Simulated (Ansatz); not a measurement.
Ansatz (a first-principles code) input (B3LYP-D3(BJ)/def2-TZVP):

Ansatz 0.2 input:
```yaml
crystal:
  periodic: [false, false, false]
  atoms:
    - {symbol: C, position_ang: [3.29086516, 0.19695002, -0.24972956]}
    - {symbol: C, position_ang: [2.06185144, -0.67260645, -0.01345130]}
    - {symbol: C, position_ang: [0.79218997, 0.16574881, 0.10527102]}
    - {symbol: C, position_ang: [-0.45180009, -0.70678495, 0.33927257]}
    - {symbol: C, position_ang: [-1.67412420, 0.11884704, 0.49762942]}
    - {symbol: C, position_ang: [-2.74774578, 0.08606349, -0.36548825]}
    - {symbol: C, position_ang: [-3.87295150, 0.85516621, -0.23651962]}
    - {symbol: H, position_ang: [3.18476526, 0.76493917, -1.17138902]}
    - {symbol: H, position_ang: [3.42535815, 0.89908595, 0.57024662]}
    - {symbol: H, position_ang: [4.18524947, -0.41687220, -0.32604977]}
    - {symbol: H, position_ang: [1.95290670, -1.37906063, -0.83972926]}
    - {symbol: H, position_ang: [2.19851381, -1.25306828, 0.90224015]}
    - {symbol: H, position_ang: [0.65119557, 0.74699943, -0.80872007]}
    - {symbol: H, position_ang: [0.89763139, 0.86979833, 0.93369721]}
    - {symbol: H, position_ang: [-0.28496182, -1.29560478, 1.24867354]}
    - {symbol: H, position_ang: [-0.57036455, -1.40019843, -0.49603599]}
    - {symbol: H, position_ang: [-1.69528636, 0.80261490, 1.33467154]}
    - {symbol: H, position_ang: [-2.69560757, -0.60225222, -1.20145529]}
    - {symbol: H, position_ang: [-3.97771913, 1.55282954, 0.57606798]}
    - {symbol: H, position_ang: [-4.68474238, 0.78799442, -0.93705965]}
basis:
  gaussian:
    orbitals: def2-TZVP
hamiltonian:
  xc: b3lyp
  dispersion: d3bj
magnetization: {spin_polarized: true, initial_magnetization: 1}
relax: {f_tol: 0.002, max_steps: 150}
```

Output:

```
Functional definition: B3LYP
integrals: 0.27 GiB planned
1832 factors; their error is unknown
0.37 GiB of the device are held for the grids
1.92 GiB of device memory are held for the factors and their scratch space
mean field: 2.30 GiB planned
mean field evaluation 1: about -7454.8816 eV, gradient 6.1e1 eV
mean field evaluation 2: about -7444.9858 eV, gradient 7.4e1 eV
mean field evaluation 4: about -7472.9099 eV, gradient 5.4e0 eV
mean field evaluation 8: about -7473.0496 eV, gradient 1.6e-1 eV
mean field evaluation 16: about -7473.0015 eV, gradient 9.0e-4 eV
mean field -7473.00145237 eV, -274.6277379923 hartree, gradient 3.7e-5 eV, S^2 0.775280; 0 other end points of the search recorded, 0 dependent functions left out
the calculation of the forces begins
reference -7473.00181898 eV, -274.6277514648 hartree; 28, 27 occupied and 267, 268 virtual orbitals, 1832 factors
relax step   1: F+E_penalty+E_count = -7473.70807161 eV  Δ(F+E_penalty+E_count) = +0.000e0 eV  max|allowed force component| = 4.591e-1 eV/Å  Δτ_max = 0.0000 Å  (35 SCF iters, accepted)
these checks for a lower state are left out or cut short: starts, cluster_reference, orbital_swaps, neighbouring_geometries, increment
integrals: 0.27 GiB planned
1832 factors; their error is unknown
0.37 GiB of the device are held for the grids
1.92 GiB of device memory are held for the factors and their scratch space
mean field: 2.29 GiB planned
mean field -7473.02579286 eV, -274.6286324889 hartree, gradient 2.5e-5 eV, S^2 0.776057; 0 other end points of the search recorded, 0 dependent functions left out
the calculation of the forces begins
reference -7473.02616143 eV, -274.6286460333 hartree; 28, 27 occupied and 267, 268 virtual orbitals, 1832 factors
relax step   2: F+E_penalty+E_count = -7473.72693458 eV  Δ(F+E_penalty+E_count) = -1.886e-2 eV  max|allowed force component| = 1.303e-1 eV/Å  Δτ_max = 0.0460 Å  (36 SCF iters, accepted)
these checks for a lower state are left out or cut short: starts, cluster_reference, orbital_swaps, neighbouring_geometries, increment
integrals: 0.27 GiB planned
1832 factors; their error is unknown
0.37 GiB of the device are held for the grids
1.92 GiB of device memory are held for the factors and their scratch space
mean field: 2.29 GiB planned
mean field evaluation 32: about -7473.0279 eV, gradient 6.3e-4 eV
mean field -7473.02793381 eV, -274.6287111672 hartree, gradient 1.6e-5 eV, S^2 0.776256; 0 other end points of the search recorded, 0 dependent functions left out
the calculation of the forces begins
reference -7473.02830251 eV, -274.6287247169 hartree; 28, 27 occupied and 267, 268 virtual orbitals, 1832 factors
relax step   3: F+E_penalty+E_count = -7473.72917362 eV  Δ(F+E_penalty+E_count) = -2.239e-3 eV  max|allowed force component| = 4.179e-2 eV/Å  Δτ_max = 0.0103 Å  (37 SCF iters, accepted)
these checks for a lower state are left out or cut short: starts, cluster_reference, orbital_swaps, neighbouring_geometries, increment
integrals: 0.27 GiB planned
1832 factors; their error is unknown
0.37 GiB of the device are held for the grids
1.92 GiB of device memory are held for the factors and their scratch space
mean field: 2.29 GiB planned
mean field -7473.02802463 eV, -274.6287145047 hartree, gradient 2.4e-5 eV, S^2 0.776281; 0 other end points of the search recorded, 0 dependent functions left out
the calculation of the forces begins
reference -7473.02839323 eV, -274.6287280508 hartree; 28, 27 occupied and 267, 268 virtual orbitals, 1832 factors
relax step   4: F+E_penalty+E_count = -7473.72934193 eV  Δ(F+E_penalty+E_count) = -1.683e-4 eV  max|allowed force component| = 2.006e-2 eV/Å  Δτ_max = 0.0066 Å  (36 SCF iters, accepted)
these checks for a lower state are left out or cut short: starts, cluster_reference, orbital_swaps, neighbouring_geometries, increment
integrals: 0.27 GiB planned
1832 factors; their error is unknown
0.37 GiB of the device are held for the grids
1.92 GiB of device memory are held for the factors and their scratch space
mean field: 2.29 GiB planned
mean field -7473.02805399 eV, -274.6287155837 hartree, gradient 2.0e-5 eV, S^2 0.776268; 0 other end points of the search recorded, 0 dependent functions left out
the calculation of the forces begins
reference -7473.02842257 eV, -274.6287291288 hartree; 28, 27 occupied and 267, 268 virtual orbitals, 1832 factors
relax step   5: F+E_penalty+E_count = -7473.72937333 eV  Δ(F+E_penalty+E_count) = -3.140e-5 eV  max|allowed force component| = 1.575e-2 eV/Å  Δτ_max = 0.0122 Å  (35 SCF iters, accepted)
these checks for a lower state are left out or cut short: starts, cluster_reference, orbital_swaps, neighbouring_geometries, increment
integrals: 0.27 GiB planned
1832 factors; their error is unknown
0.37 GiB of the device are held for the grids
1.92 GiB of device memory are held for the factors and their scratch space
mean field: 2.29 GiB planned
mean field -7473.02823872 eV, -274.6287223726 hartree, gradient 2.0e-5 eV, S^2 0.776267; 0 other end points of the search recorded, 0 dependent functions left out
the calculation of the forces begins
reference -7473.02860761 eV, -274.6287359291 hartree; 28, 27 occupied and 267, 268 virtual orbitals, 1832 factors
relax step   6: F+E_penalty+E_count = -7473.72944197 eV  Δ(F+E_penalty+E_count) = -6.864e-5 eV  max|allowed force component| = 1.191e-2 eV/Å  Δτ_max = 0.0112 Å  (35 SCF iters, accepted)
these checks for a lower state are left out or cut short: starts, cluster_reference, orbital_swaps, neighbouring_geometries, increment
integrals: 0.27 GiB planned
1832 factors; their error is unknown
0.37 GiB of the device are held for the grids
1.92 GiB of device memory are held for the factors and their scratch space
mean field: 2.29 GiB planned
mean field -7473.02826093 eV, -274.6287231888 hartree, gradient 2.1e-5 eV, S^2 0.776260; 0 other end points of the search recorded, 0 dependent functions left out
the calculation of the forces begins
reference -7473.02862988 eV, -274.6287367473 hartree; 28, 27 occupied and 267, 268 virtual orbitals, 1832 factors
relax step   7: F+E_penalty+E_count = -7473.72945552 eV  Δ(F+E_penalty+E_count) = -1.355e-5 eV  max|allowed force component| = 5.155e-3 eV/Å  Δτ_max = 0.0037 Å  (36 SCF iters, accepted)
these checks for a lower state are left out or cut short: starts, cluster_reference, orbital_swaps, neighbouring_geometries, increment
integrals: 0.27 GiB planned
1832 factors; their error is unknown
0.37 GiB of the device are held for the grids
1.92 GiB of device memory are held for the factors and their scratch space
mean field: 2.29 GiB planned
mean field evaluation 64: about -7473.0834 eV, gradient 5.4e-1 eV
mean field -7473.02828298 eV, -274.6287239989 hartree, gradient 2.0e-5 eV, S^2 0.776262; 0 other end points of the search recorded, 0 dependent functions left out
the calculation of the forces begins
reference -7473.02865194 eV, -274.6287375579 hartree; 28, 27 occupied and 267, 268 virtual orbitals, 1832 factors
relax step   8: F+E_penalty+E_count = -7473.72946218 eV  Δ(F+E_penalty+E_count) = -6.661e-6 eV  max|allowed force component| = 1.108e-3 eV/Å  Δτ_max = 0.0027 Å  (36 SCF iters, accepted)
these checks for a lower state are left out or cut short: starts, cluster_reference, orbital_swaps, neighbouring_geometries, increment
integrals: 0.27 GiB planned
1832 factors; their error is unknown
0.37 GiB of the device are held for the grids
1.92 GiB of device memory are held for the factors and their scratch space
mean field: 2.29 GiB planned
mean field -7473.02834147 eV, -274.6287261485 hartree, gradient 2.0e-5 eV, S^2 0.776264; 0 other end points of the search recorded, 0 dependent functions left out
the calculation of the forces begins
reference -7473.02871053 eV, -274.6287397112 hartree; 28, 27 occupied and 267, 268 virtual orbitals, 1832 factors
relax step   9: F+E_penalty+E_count = -7473.72946720 eV  Δ(F+E_penalty+E_count) = -5.012e-6 eV  max|allowed force component| = 1.689e-3 eV/Å  Δτ_max = 0.0050 Å  (36 SCF iters, accepted)
these checks for a lower state are left out or cut short: starts, cluster_reference, orbital_swaps, neighbouring_geometries, increment
integrals: 0.27 GiB planned
1832 factors; their error is unknown
0.37 GiB of the device are held for the grids
1.92 GiB of device memory are held for the factors and their scratch space
mean field: 2.29 GiB planned
mean field -7473.02838161 eV, -274.6287276236 hartree, gradient 2.0e-5 eV, S^2 0.776264; 0 other end points of the search recorded, 0 dependent functions left out
the calculation of the forces begins
reference -7473.02875079 eV, -274.6287411906 hartree; 28, 27 occupied and 267, 268 virtual orbitals, 1832 factors
relax step  10: F+E_penalty+E_count = -7473.72946914 eV  Δ(F+E_penalty+E_count) = -1.948e-6 eV  max|allowed force component| = 1.701e-3 eV/Å  Δτ_max = 0.0051 Å  (36 SCF iters, accepted)
these checks for a lower state are left out or cut short: starts, cluster_reference, orbital_swaps, neighbouring_geometries, increment
integrals: 0.27 GiB planned
1832 factors; their error is unknown
0.37 GiB of the device are held for the grids
1.92 GiB of device memory are held for the factors and their scratch space
mean field: 2.29 GiB planned
mean field -7473.02839665 eV, -274.6287281762 hartree, gradient 2.0e-5 eV, S^2 0.776263; 0 other end points of the search recorded, 0 dependent functions left out
the calculation of the forces begins
reference -7473.02876588 eV, -274.6287417452 hartree; 28, 27 occupied and 267, 268 virtual orbitals, 1832 factors
relax step  11: F+E_penalty+E_count = -7473.72946995 eV  Δ(F+E_penalty+E_count) = -8.102e-7 eV  max|allowed force component| = 6.915e-4 eV/Å  Δτ_max = 0.0020 Å  (36 SCF iters, accepted)
integrals: 0.27 GiB planned
1832 factors; their error is unknown
0.37 GiB of the device are held for the grids
1.92 GiB of device memory are held for the factors and their scratch space
mean field: 2.29 GiB planned
mean field evaluation 96: about -7473.0284 eV, gradient 7.0e-3 eV
mean field -7473.02839665 eV, -274.6287281762 hartree, gradient 2.0e-5 eV, S^2 0.776263; 1 other end points of the search recorded, 0 dependent functions left out
the calculation of the forces begins
reference -7473.02876588 eV, -274.6287417452 hartree; 28, 27 occupied and 267, 268 virtual orbitals, 1832 factors
Total energy: -7473.72983919 eV, -274.6545057140 hartree
Atom 0 at     3.327763     0.179554    -0.245467 Å, force    -0.000057     0.000084    -0.000046 eV/Å
Atom 1 at     2.078820    -0.666413    -0.015820 Å, force    -0.000020     0.000261    -0.000041 eV/Å
Atom 2 at     0.807050     0.169064     0.104697 Å, force     0.000603    -0.000689     0.000371 eV/Å
Atom 3 at    -0.452674    -0.681225     0.331496 Å, force     0.000250     0.000409    -0.000021 eV/Å
Atom 4 at    -1.689489     0.132882     0.493400 Å, force    -0.000120     0.000491    -0.000184 eV/Å
Atom 5 at    -2.778182     0.085525    -0.356051 Å, force    -0.000157     0.000551    -0.000410 eV/Å
Atom 6 at    -3.923447     0.843810    -0.231305 Å, force     0.000259     0.000267    -0.000692 eV/Å
Atom 7 at     3.242111     0.764992    -1.164030 Å, force    -0.000029    -0.000101     0.000113 eV/Å
Atom 8 at     3.484478     0.880170     0.578259 Å, force    -0.000084     0.000062    -0.000051 eV/Å
Atom 9 at     4.221584    -0.441443    -0.328758 Å, force    -0.000068     0.000072     0.000054 eV/Å
Atom 10 at     1.963317    -1.380530    -0.837709 Å, force    -0.000032     0.000186    -0.000014 eV/Å
Atom 11 at     2.202608    -1.265751     0.892119 Å, force    -0.000112     0.000058    -0.000095 eV/Å
Atom 12 at     0.673556     0.769945    -0.800205 Å, force    -0.000118     0.000019    -0.000085 eV/Å
Atom 13 at     0.914782     0.880283     0.930558 Å, force    -0.000203    -0.000038    -0.000223 eV/Å
Atom 14 at    -0.292360    -1.293254     1.229050 Å, force    -0.000040    -0.000450     0.000087 eV/Å
Atom 15 at    -0.574848    -1.379358    -0.501840 Å, force    -0.000241     0.000042     0.000120 eV/Å
Atom 16 at    -1.719252     0.825313     1.330993 Å, force     0.000129    -0.000372     0.000014 eV/Å
Atom 17 at    -2.723381    -0.610216    -1.190644 Å, force    -0.000120    -0.000606     0.000571 eV/Å
Atom 18 at    -4.038640     1.553733     0.578249 Å, force    -0.000042    -0.000386     0.000204 eV/Å
Atom 19 at    -4.738573     0.753508    -0.934849 Å, force     0.000202     0.000140     0.000326 eV/Å
Dipole moment:     0.125657    -0.042770     0.012671 e Å
```

It need not be the lowest isomer of its formula.
